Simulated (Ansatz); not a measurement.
Species: H₂OSn, SMILES `[O]=[SnH2]` (charge 0, multiplicity 1).

**Question.** Give a relaxed geometry from r2SCAN-D4/def2-TZVP in Ansatz (a first-principles code).

**Answer.** the end point of this relaxation (outside a Z-matrix the atoms follow the SMILES, hydrogens last).
Z-matrix (Å, degrees):
```
Sn
O 1 1.8287
H 1 1.7150 2 123.95
H 1 1.7150 3 112.08 2 -179.99
```
